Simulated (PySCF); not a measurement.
PySCF job for AlH4, SMILES [AlH4-], charge -1, PBE0-D3(BJ)/def2-TZVPD. Coordinates come from a PBE0-D3(BJ)/def2-TZVPD optimisation. The isomer is the one that the SMILES or the coordinates give; other isomers of the formula were not compared.

```python
import numpy as np
from pyscf import gto, scf, dft, df
from pyscf.hessian import thermo

mol = gto.M(
    atom='''
    Al   -0.00000000    0.00000000   -0.00000000
    H     0.95058046    0.95058047    0.95058047
    H    -0.95058047    0.95058046   -0.95058046
    H    -0.95058046   -0.95058047    0.95058047
    H     0.95058047   -0.95058046   -0.95058047
    ''',
    basis='def2-TZVPD',
    charge=-1,
    spin=0,
    max_memory=1600,
    verbose=3,
)
mf = dft.RKS(mol, xc='pbe0').density_fit(auxbasis='def2-universal-jkfit')
mf.disp = 'd3bj'
mf.grids.level = 3
mf.conv_tol = 1e-11
mf.max_cycle = 100
mf.kernel()

# [left out here: the lines that compute and print the analytic Hessian (its translational invariance restored by hand, since the grid's response is missing), thermochemistry and intensities]
```

Program output:

```
converged SCF energy = -244.728029538414

WARN: DFTD3 does not support analytical Hessian, using finite difference


WARN: Mole.unit (angstrom) is changed to Bohr

Mode                                 0                   1                   2
Irrep
Freq [cm^-1]                      749.7541            749.7541            763.2887
Reduced mass [au]                   1.0080              1.0080              1.1021
Force const [Dyne/A]                0.3338              0.3338              0.3783
Char temp [K]                    1078.7292           1078.7292           1098.2025
Normal mode                   x     y     z       x     y     z       x     y     z
       0  Al                 0.00 -0.00  0.00   -0.00 -0.00  0.00    0.04  0.02  0.04
       1   H                 0.37 -0.33 -0.04   -0.17 -0.24  0.40   -0.08  0.14 -0.04
       2   H                -0.37 -0.33  0.04    0.17 -0.24 -0.40   -0.21 -0.39 -0.17
       3   H                -0.37  0.33 -0.04    0.17  0.24  0.40   -0.33 -0.11 -0.45
       4   H                 0.37  0.33  0.04   -0.17  0.24 -0.40   -0.46 -0.14 -0.32
Mode                                 3                   4                   5
Irrep
Freq [cm^-1]                      763.2897            763.2906           1645.4579
Reduced mass [au]                   1.1021              1.1021              1.0497
Force const [Dyne/A]                0.3783              0.3783              1.6746
Char temp [K]                    1098.2039           1098.2053           2367.4475
Normal mode                   x     y     z       x     y     z       x     y     z
       0  Al                 0.00 -0.05  0.03   -0.04  0.02  0.04    0.03  0.01  0.02
       1   H                -0.09  0.43 -0.35    0.46 -0.14 -0.32   -0.46 -0.47 -0.46
       2   H                 0.27  0.25  0.01    0.33 -0.11 -0.45   -0.27  0.30 -0.28
       3   H                -0.27  0.25  0.01    0.21 -0.39 -0.17   -0.10 -0.11  0.13
       4   H                 0.09  0.43 -0.35    0.08  0.14 -0.04    0.09 -0.06 -0.05
Mode                                 6                   7                   8
Irrep
Freq [cm^-1]                     1645.4589           1645.4598           1726.7798
Reduced mass [au]                   1.0497              1.0497              1.0080
Force const [Dyne/A]                1.6746              1.6746              1.7709
Char temp [K]                    2367.4489           2367.4503           2484.4517
Normal mode                   x     y     z       x     y     z       x     y     z
       0  Al                -0.00  0.03 -0.02    0.03 -0.01 -0.02   -0.00 -0.00 -0.00
       1   H                -0.13 -0.10 -0.14    0.09  0.06  0.05   -0.29 -0.29 -0.29
       2   H                 0.39 -0.37  0.38   -0.09  0.11 -0.13    0.29 -0.29  0.29
       3   H                -0.39 -0.36  0.38   -0.28 -0.31  0.28    0.29  0.29 -0.29
       4   H                 0.13 -0.10 -0.14   -0.46  0.47  0.46   -0.29  0.29  0.29
temperature 298.1500 [K]
pressure 101325.00 [Pa]
Rotational constants [GHz] 69.35678 69.35678 69.35678
Symmetry number 12
Zero-point energy (ZPE) 0.02381 [Eh]   62520.034 [J/mol]
                           tot       elec      trans        rot        vib
Entropy [J/mol/K]       209.423      0.000    151.579     52.631      5.214
Cv [J/mol/K]             40.762      0.000     12.472     12.472     15.818
Cp [J/mol/K]             49.076      0.000     20.786     12.472     15.818
Internal energy [J/mol]                      3718.434   3718.434  63747.010
Internal energy [Eh]   -244.70092  -244.72803
Enthalpy [J/mol]                             6197.391   3718.434  63747.010
Enthalpy [Eh]          -244.69997
Gibbs free energy [J/mol]                  -38995.856 -11973.420  62192.596
Gibbs free energy [Eh] -244.72375
mode   freq/cm-1   IR/(km/mol)
   1      749.75         0.000
   2      749.75         0.000
   3      763.29       406.486
   4      763.29       406.487
   5      763.29       406.488
   6     1645.46       614.276
   7     1645.46       614.275
   8     1645.46       614.274
   9     1726.78         0.000
max |gradient| / (hartree/bohr): 5.586184777392528e-06
APT charges: [ 0.967  -0.4917 -0.4917 -0.4917 -0.4917]
```

Self-consistency was reached.

Cost: around 26 core-seconds (rough).
